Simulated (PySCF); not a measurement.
PySCF input (TPSSh/def2-TZVPD):

```python
from pyscf import gto, scf, dft

mol = gto.M(
    atom='''
    F    -0.09631179    2.22161096    0.44390524
    C     0.05654232    1.00127400    0.18223807
    C     1.16265498    0.22081775   -0.16497726
    F     2.40649592    0.45705478   -0.34147457
    C     0.36165374   -0.92184793   -0.24157884
    F     0.59363845   -2.12715598   -0.51447441
    C    -0.93228496   -0.17706463    0.13228845
    F    -1.48041633   -0.51891458    1.28886810
    F    -1.85578364   -0.11471465   -0.81547130
    ''',
    basis='def2-tzvpd',
    charge=1,
    spin=0,
    verbose=4,
)

mf = dft.RKS(mol, xc='tpssh').density_fit(auxbasis='def2-universal-jkfit')
mf.grids.level = 3
mf.conv_tol = 1e-9
mf.max_cycle = 100
mf.max_memory = 1500
mf.kernel()
if not mf.converged:
    mf = mf.newton()
    mf.kernel(mf.make_rdm1())
mf.analyze()
```

End of the output:

```
Extra cycle  E= -651.482638228839  delta_E= 1.62e-10  |g|= 3.69e-05  |ddm|= 3.94e-05
converged SCF energy = -651.482638228839
**** SCF Summaries ****
Total Energy =                        -651.482638228838596
Nuclear Repulsion Energy =             471.639393274084341
One-electron Energy =                -1822.135982234696712
Two-electron Energy =                  699.013950731773775
Two-electron Coulomb Energy =          772.739548638923225
DFT Exchange-Correlation Energy =      -73.725597907149449
HOMO-LUMO gap [eV] =                     4.905492924540661
**** MO energy ****
MO #1   energy= -24.9311265772507  occ= 2
MO #2   energy= -24.9311245891806  occ= 2
MO #3   energy= -24.8968636521572  occ= 2
MO #4   energy= -24.8510340729476  occ= 2
MO #5   energy= -24.8510312348476  occ= 2
MO #6   energy= -10.560320958853   occ= 2
MO #7   energy= -10.53702751268    occ= 2
MO #8   energy= -10.5370194124842  occ= 2
MO #9   energy= -10.5099567564526  occ= 2
MO #10  energy= -1.53798006921722  occ= 2
MO #11  energy= -1.53636063529235  occ= 2
MO #12  energy= -1.49959054584772  occ= 2
MO #13  energy= -1.48315389329     occ= 2
MO #14  energy= -1.42198501774532  occ= 2
MO #15  energy= -1.17311034386958  occ= 2
MO #16  energy= -0.935315689498519 occ= 2
MO #17  energy= -0.929040509806298 occ= 2
MO #18  energy= -0.865404144825558 occ= 2
MO #19  energy= -0.833550665477814 occ= 2
MO #20  energy= -0.820232833157658 occ= 2
MO #21  energy= -0.79523655426441  occ= 2
MO #22  energy= -0.780768683871638 occ= 2
MO #23  energy= -0.779646336743355 occ= 2
MO #24  energy= -0.75125683997243  occ= 2
MO #25  energy= -0.748936737138915 occ= 2
MO #26  energy= -0.716218716732836 occ= 2
MO #27  energy= -0.700776830409149 occ= 2
MO #28  energy= -0.700353336829206 occ= 2
MO #29  energy= -0.648315952564937 occ= 2
MO #30  energy= -0.636774449389392 occ= 2
MO #31  energy= -0.624450931024322 occ= 2
MO #32  energy= -0.619273617562185 occ= 2
MO #33  energy= -0.557957020083411 occ= 2
MO #34  energy= -0.557764078712162 occ= 2
MO #35  energy= -0.377490537300666 occ= 0
MO #36  energy= -0.261998048571957 occ= 0
MO #37  energy= -0.234825947831368 occ= 0
MO #38  energy= -0.133663749630077 occ= 0
MO #39  energy= -0.130219901232992 occ= 0
MO #40  energy= -0.107814247475064 occ= 0
MO #41  energy= -0.103499387569913 occ= 0
MO #42  energy= -0.101795579104315 occ= 0
MO #43  energy= -0.0964042651442106 occ= 0
MO #44  energy= -0.0736402391916179 occ= 0
MO #45  energy= -0.0639014566421137 occ= 0
MO #46  energy= -0.0561400915515085 occ= 0
MO #47  energy= -0.0556974359259614 occ= 0
MO #48  energy= -0.044102620707417 occ= 0
MO #49  energy= -0.0316431252450221 occ= 0
MO #50  energy= -0.0207144267925635 occ= 0
MO #51  energy= -0.0144353364606291 occ= 0
MO #52  energy= -0.0137848478646404 occ= 0
MO #53  energy= -0.00478450029429672 occ= 0
MO #54  energy= 0.00773430552186896 occ= 0
MO #55  energy= 0.00837066009413107 occ= 0
MO #56  energy= 0.0110209704307226 occ= 0
MO #57  energy= 0.0134013094555663 occ= 0
MO #58  energy= 0.0226737314364076 occ= 0
MO #59  energy= 0.0350430060448732 occ= 0
MO #60  energy= 0.0430257492696886 occ= 0
MO #61  energy= 0.0535597433541884 occ= 0
MO #62  energy= 0.0542062167610211 occ= 0
MO #63  energy= 0.0825540876263559 occ= 0
MO #64  energy= 0.0847219931813143 occ= 0
MO #65  energy= 0.0893667562787023 occ= 0
MO #66  energy= 0.0973186667640387 occ= 0
MO #67  energy= 0.0982336328954582 occ= 0
MO #68  energy= 0.100286824122693  occ= 0
MO #69  energy= 0.122813442538356  occ= 0
MO #70  energy= 0.133890990170713  occ= 0
MO #71  energy= 0.136978587664293  occ= 0
MO #72  energy= 0.14583208029155   occ= 0
MO #73  energy= 0.163423983401299  occ= 0
MO #74  energy= 0.167380148007451  occ= 0
MO #75  energy= 0.177735176577871  occ= 0
MO #76  energy= 0.182229312945057  occ= 0
MO #77  energy= 0.183572936389201  occ= 0
MO #78  energy= 0.191153031810898  occ= 0
MO #79  energy= 0.199512760974584  occ= 0
MO #80  energy= 0.201121073527167  occ= 0
MO #81  energy= 0.211730262351136  occ= 0
MO #82  energy= 0.225191272011272  occ= 0
MO #83  energy= 0.237412240496069  occ= 0
MO #84  energy= 0.250709513259833  occ= 0
MO #85  energy= 0.264689441843252  occ= 0
MO #86  energy= 0.282489151040019  occ= 0
MO #87  energy= 0.286815547667016  occ= 0
MO #88  energy= 0.288816192003304  occ= 0
MO #89  energy= 0.29208723372902   occ= 0
MO #90  energy= 0.305450262784696  occ= 0
MO #91  energy= 0.321276538899086  occ= 0
MO #92  energy= 0.327385502959183  occ= 0
MO #93  energy= 0.337369032183713  occ= 0
MO #94  energy= 0.342633304392116  occ= 0
MO #95  energy= 0.344971889540858  occ= 0
MO #96  energy= 0.354031015026546  occ= 0
MO #97  energy= 0.381958487519727  occ= 0
MO #98  energy= 0.399864242210087  occ= 0
MO #99  energy= 0.409974323415446  occ= 0
MO #100 energy= 0.415677902601342  occ= 0
MO #101 energy= 0.422849297729181  occ= 0
MO #102 energy= 0.441703223217608  occ= 0
MO #103 energy= 0.445297227761145  occ= 0
MO #104 energy= 0.468373791524852  occ= 0
MO #105 energy= 0.471899633301303  occ= 0
MO #106 energy= 0.473637074780556  occ= 0
MO #107 energy= 0.498288465715645  occ= 0
[...]
```
